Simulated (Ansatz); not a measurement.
The first iterations of a band of H4NPTe (7 atoms, charge 0, multiplicity 1).

Theory: RKS B3LYP/def2-SVP (Ansatz 0.2.0).

```yaml
movable_images: 7
climbing_image: yes
spring: 5.0 eV/Å²
optimiser: quadratic models (default)
start_path: through a guess of the saddle point
force_threshold: 0.05 eV/Å
iteration_limit: 60
end_points: relaxed
```

Image 0:

```xyz
7
Properties=species:S:1:pos:R:3
N -1.070 0.682 -0.481
P -0.538 -0.008 0.989
Te 1.138 -1.918 0.503
H -1.867 0.212 -0.904
H -0.400 0.964 -1.193
H 0.498 0.938 1.244
H 2.300 -0.938 -0.203
```

Image 8:

```xyz
7
Properties=species:S:1:pos:R:3
N -1.125 0.657 -0.462
P -0.339 -0.077 0.867
Te 2.052 -0.776 0.181
H -1.625 0.007 -1.066
H -0.650 1.366 -1.018
H 0.170 1.126 1.441
H 1.579 -2.371 0.012
```

| iteration | highest image above the first end (eV) | largest band force component (eV/Å) |
| --- | --- | --- |
| 1 | 22.841 | 73.265 |
| 2 | 8.673 | 29.717 |
| 3 | 3.867 | 15.039 |
| 4 | 1.347 | 7.569 |
| 5 | 0.592 | 3.612 |
| 6 | 0.289 | 1.291 |
| 7 | 0.263 | 1.555 |

**Question.** Does the band converge within its limit, and where does its top end?

**Answer.** The run converged. It ended after 21 iterations with the highest image 0.129 eV above the first end. A vibrational analysis at the climbing image gives one clearly imaginary mode, 149i cm⁻¹: a first-order saddle point.

The run took 8.4 min on 1 thread of Arm Neoverse V1, with other jobs on the host, peak memory 0.18 GiB.
